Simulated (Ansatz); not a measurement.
Input for Ansatz (an electronic-structure program): R-CCSD(T)/aug-cc-pVTZ on N2 (SMILES N#N).

Ansatz 0.2 input:
```yaml
crystal:
  periodic: [false, false, false]
  atoms:
    - {symbol: N, position_ang: [-0.01034290, -0.04568317, 4.35146959]}
    - {symbol: N, position_ang: [-0.06875605, -0.18400627, 3.27118572]}
basis:
  gaussian:
    orbitals: aug-cc-pVTZ
magnetization: {spin_polarized: false}
correlation: {method: ccsd_t, electrons: outside_noble_gas}
scf: {lower_state_search: off}
```

It printed:

```
WARN ansatz: RAYON_NUM_THREADS=1 ignored (pool sized by the plan → 1); use --threads N
Functional definition: HF
these checks for a lower state are left out or cut short: stability, starts, cluster_reference, orbital_swaps, neighbouring_geometries, increment
integrals: 0.08 GiB planned
550 factors; integrals over basis functions are off by at most 9.2e-4 eV
mean field: 0.11 GiB planned
mean field evaluation 1: about -2965.3200 eV, gradient 1.1e1 eV
mean field evaluation 2: about -2965.3346 eV, gradient 1.2e1 eV
mean field evaluation 4: about -2965.6571 eV, gradient 6.0e-1 eV
mean field evaluation 8: about -2965.6580 eV, gradient 2.9e-4 eV
mean field -2965.65802521 eV, -108.9859222312 hartree, gradient 2.9e-6 eV, S^2 0.000000; 0 other end points of the search recorded, 0 dependent functions left out
2 core orbitals not correlated
reference -2965.65802521 eV, -108.9859222312 hartree; 5, 5 occupied and 85, 85 virtual orbitals, 550 factors
second order -10.27379751 eV of doubles, -0.00000000 eV of singles
coupled cluster: 0.20 GiB planned
cycle   1  -9.79662602 eV  change    4.8e-1 eV  update   8.1e-2
cycle   2  -10.15243506 eV  change   -3.6e-1 eV  update   2.5e-2
cycle   3  -10.21497378 eV  change   -6.3e-2 eV  update   9.9e-3
cycle   4  -10.21698463 eV  change   -2.0e-3 eV  update   2.3e-3
cycle   5  -10.21914802 eV  change   -2.2e-3 eV  update   6.3e-4
cycle   6  -10.21917375 eV  change   -2.6e-5 eV  update   1.3e-4
cycle   7  -10.21924213 eV  change   -6.8e-5 eV  update   2.7e-5
cycle   8  -10.21925199 eV  change   -9.9e-6 eV  update   6.8e-6
perturbative correction -0.51427367 eV, -0.0188992088 hartree
Total energy: -2976.39155087 eV, -109.3803720240 hartree
Checks for a lower state left out: stability, starts, cluster_reference, orbital_swaps, neighbouring_geometries, increment
```

The run converged.

Cost: roughly 1.5 core-seconds.
